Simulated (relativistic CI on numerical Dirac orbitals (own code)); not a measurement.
# Fe2+ in a cubic cluster: 2p photoemission with charge transfer

Computed with a charge-transfer multiplet model of a cubic metal-ligand cluster with up to 3 ligand holes, Slater and spin-orbit integrals from Dirac-Coulomb-Breit ions, Slater integrals scaled by 0.8. The ground state mixes d6 with configurations of k ligand holes L, whose averages lie at kΔ + k(k − 1)U_dd/2; a core hole lowers each added d electron by U_cd. 300 K, Lorentzian 0.6 eV and Gaussian 0.8 eV FWHM.

Atomic integrals in eV (Slater integrals scaled, ζ unscaled), ground: F2dd 8.723, F4dd 5.416, zeta_d 0.049; with the core hole: F2dd 10.208, F4dd 6.385, zeta_d 0.075, zeta_core 8.130, F2cd 5.984, G1cd 4.514, G3cd 2.566.

Cluster parameters (eV): Δ = 2.6, U_dd = 6.8, 10Dq = 0.8, 10Dq(ligand) = 0.8, V(eg) = 1.75, V(t2g) = -0.76, final-state hopping factor = 1.

| Case | n_d | d6 | d7L | d8L2 | d9L3 | S |
| --- | --- | --- | --- | --- | --- | --- |
| U_cd = 7.7 eV | 6.24 | 0.77 | 0.22 | 0.01 | 0.00 | 2.00 |
| U_cd = 8.3 eV | 6.24 | 0.77 | 0.22 | 0.01 | 0.00 | 2.00 |
| U_cd = 9.5 eV | 6.24 | 0.77 | 0.22 | 0.01 | 0.00 | 2.00 |

Weights, n_d and S are thermal averages at 300 K. Binding energies count from the first peak over 30 % of the highest in each spectrum, which can be another peak from case to case. The parameters are a model scan and need not match a compound or its usual spin state. Peaks in eV (height, largest 100):
- U_cd = 7.7 eV: 0.0 (100), 1.3 (90), 5.8 (73), 7.0 (74), 9.6 (43), 14.0 (74), 19.9 (45)
- U_cd = 8.3 eV: 0.0 (100), 1.2 (89), 5.7 (71), 7.0 (84), 9.7 (62), 13.9 (79), 19.7 (47), 22.1 (31)
- U_cd = 9.5 eV: 0.0 (100), 6.8 (89), 9.9 (96), 10.7 (94), 14.1 (85), 19.4 (51), 24.1 (51)

For the case U_cd = 7.7 eV, Δ = 2.6 eV is smaller than U_dd = 6.8 eV, the charge-transfer side of the Zaanen-Sawatzky-Allen scheme. With the core hole the configuration with one ligand hole lies at Δ − U_cd = -5.1, -5.7, -6.9 eV from the one without, in the order of the table; where this is negative the screened configuration lies lower.
